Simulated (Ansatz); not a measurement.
`C[Si](O)(Br)O[SiH3]` + H₂ → `C[SiH](O)Br` + `O[SiH3]`  (hydrogenolysis of the Si–O bond)

Isolated molecules relaxed with PBE0-D4/def2-TZVP in Ansatz; ΔE leaves out vibrations. CBS: MP2 limit from def2 TZ/QZ plus the TZ coupled-cluster correction, frozen cores. This one scheme is used for every species. DFT in def2-TZVPP. HSE06 is defined as in plane-wave codes. For Br outer-core shells are correlated without core-valence functions, which leaves a few kJ/mol of doubt a bond. Scalar relativity is left out up to krypton. Each species was taken in one conformer, which may not be the lowest.

```json
{"level": "LDA (SPW92)", "ΔE (kJ/mol)": "111.8", "difference from CCSD(T)/CBS": "-9.1"}
{"level": "PBE-D4", "ΔE (kJ/mol)": "110.4", "difference from CCSD(T)/CBS": "-10.5"}
{"level": "revPBE-D4", "ΔE (kJ/mol)": "115.5", "difference from CCSD(T)/CBS": "-5.4"}
{"level": "B97M-V", "ΔE (kJ/mol)": "121.0", "difference from CCSD(T)/CBS": "0.1"}
{"level": "r2SCANh-D4", "ΔE (kJ/mol)": "122.2", "difference from CCSD(T)/CBS": "1.3"}
{"level": "r2SCAN0-D4", "ΔE (kJ/mol)": "121.8", "difference from CCSD(T)/CBS": "0.9"}
{"level": "ωB97X-V", "ΔE (kJ/mol)": "116.8", "difference from CCSD(T)/CBS": "-4.1"}
{"level": "PBE", "ΔE (kJ/mol)": "99.4", "difference from CCSD(T)/CBS": "-21.5"}
{"level": "BLYP", "ΔE (kJ/mol)": "100.2", "difference from CCSD(T)/CBS": "-20.7"}
{"level": "r2SCAN", "ΔE (kJ/mol)": "119.2", "difference from CCSD(T)/CBS": "-1.7"}
{"level": "r2SCANh", "ΔE (kJ/mol)": "118.7", "difference from CCSD(T)/CBS": "-2.2"}
{"level": "r2SCAN0", "ΔE (kJ/mol)": "117.9", "difference from CCSD(T)/CBS": "-3.0"}
{"level": "HSE06", "ΔE (kJ/mol)": "102.9", "difference from CCSD(T)/CBS": "-18.0"}
{"level": "SCS-MP2/def2-TZVPP", "ΔE (kJ/mol)": "119.7", "difference from CCSD(T)/CBS": "-1.2"}
{"level": "CCSD(T)/def2-TZVPP", "ΔE (kJ/mol)": "118.8", "difference from CCSD(T)/CBS": "-2.1"}
{"level": "CCSD/CBS(def2)", "ΔE (kJ/mol)": "118.0", "difference from CCSD(T)/CBS": "-2.9"}
{"level": "CCSD(T)/CBS", "ΔE (kJ/mol)": "120.9", "difference from CCSD(T)/CBS": "0"}
```

Largest T1 diagnostic among the species: 0.011.

In def2-TZVPP, CCSD(T) changes the Hartree–Fock value by +9.6 kJ/mol (the triples alone add +2.8 kJ/mol) and MP2 by +15.2 kJ/mol. The D4 term adds +17.6 kJ/mol with B3LYP and +10.0 kJ/mol with PBE0; it sums over pairs of atoms, weighted by their polarisabilities, and B3LYP, whose exchange is more repulsive, gets the larger term. Leaving LDA and LC-ωPBE aside and taking each functional with its dispersion term where it has one, the values, not all of them listed here, spread over 16.4 kJ/mol, from PBE-D4 to BHLYP-D4. LDA lies +12.5 kJ/mol from PBE without D4.

B3LYP here is the variant with VWN-RPA as its local correlation; programs differ in this.
